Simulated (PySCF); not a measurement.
Spectrum to structure. Level of theory: TDDFT CAM-B3LYP/def2-SVPD, vertical, gas phase, core orbitals frozen in the response (PySCF). Geometries: GFN2-xTB, one conformer each.

```csv
state,ν̃ (cm⁻¹),f,"main configurations (H = HOMO, L = LUMO)"
S1,43940,0.0011,"H→L (80%), H→L+2 (15%)"
S2,48140,0.272,"H→L+1 (84%), H-2→L+1 (8%)"
S3,48430,0.028,"H-2→L+1 (76%), H→L+1 (9%)"
S4,50890,0.011,"H→L+2 (47%), H→L+5 (20%), H→L (9%)"
S5,51470,0.032,H-1→L (82%)
S6,52780,0.081,"H→L+3 (80%), H→L+4 (11%)"
S7,55340,0.0091,H-3→L (82%)
S8,55720,0.0031,"H→L+5 (27%), H→L+4 (18%), H→L+8 (16%)"
```

Triplets computed (Tamm–Dancoff): 3.81, 5.05, 5.25 eV.

Orbital energies (eV): HOMO-3 -9.76, HOMO-2 -9.49, HOMO-1 -9.30, HOMO -7.99, LUMO 0.35, LUMO+1 1.05, LUMO+2 1.14.

Problem. Which candidate is it? All have the formula CH10N2OSi3.
A. `[SiH2]1O[Si@H]([Si@@H]1NC)N`
B. `N[SiH2][SiH2][SiH2]C(N)=O`
C. `CN[Si@@H]1[SiH2]O[Si@@H]1N`
D. `C=NN[SiH2][SiH2]O[SiH3]`

Solution. D. Its S1, at 5.45 eV, is the highest among the candidates; the nearest of the others has S1 at 4.92 eV. S1 is HOMO→LUMO (80%), HOMO→LUMO+2 (15%). Löwdin shares by element: HOMO nitrogen 57%, carbon 24%, silicon 6% or more; LUMO silicon 52%, oxygen 7% (atoms not listed hold the other 41%). At the same level the other candidates give, for their lowest levels:
- `CN[Si@@H]1[SiH2]O[Si@@H]1N`: 4.64 eV (f 0.020); 5.36 eV (f 0.094); 5.89 eV (f 0.027); 6.21 eV (f 0.004); 6.24 eV (f 0.026); T1 4.11 eV; HOMO -7.77, LUMO 0.17 eV
- `CN[Si@@H]1[SiH2]O[Si@H]1N`: 4.53 eV (f 0.027); 5.08 eV (f 0.089); 5.62 eV (f 0.024); 5.90 eV (f 0.004); 6.21 eV (f 0.016); T1 4.01 eV; HOMO -7.57, LUMO 0.13 eV
- `N[SiH2][SiH2][SiH2]C(N)=O`: 4.92 eV (f 0.003); 5.58 eV (f 0.005); 6.25 eV (f 0.001); 6.46 eV (f 0.008); 6.72 eV (f 0.241); T1 4.34 eV; HOMO -8.39, LUMO 0.19 eV

The values belong to the conformer `[CH2:1]=[N:2][NH:3][SiH2:4][SiH2:5][O:6][SiH3:7]`: C1–N2–N3–Si4 -177°, N2–N3–Si4–Si5 -7°, N3–Si4–Si5–O6 -179°.
